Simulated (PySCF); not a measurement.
AlCl₂, SMILES [Al]([Cl])[Cl], multiplicity 2. The structure is a stationary point at r2SCAN-D4/def2-TZVP. The spin state was assumed, not searched. The isomer is the one that the SMILES or the coordinates give; other isomers of the formula were not compared.

The numbers are results of PySCF with r2SCAN-D4/def2-TZVP, not measurements.

Harmonic wavenumbers (cm⁻¹): 148, 458, 571. Rotational constants (GHz): 22.46, 2.177, 1.984; symmetry number 2.

Task: Work out the zero-point energy and the ideal-gas rigid-rotor harmonic-oscillator thermochemistry at 298.15 K and 1 atm.

Result: ZPE = ½ Σ hcν = ½ × 1177 cm⁻¹ = 7.04 kJ/mol. H − E(el) = 19.79 kJ/mol. Entropy in J/(mol K): translation 165.91, rotation 101.38, vibration 16.63, spin 5.76, total 289.68. G − E(el) = -66.58 kJ/mol. Cp = 51.42 J/(mol K). Modes under 150 cm⁻¹ make the vibrational entropy uncertain.
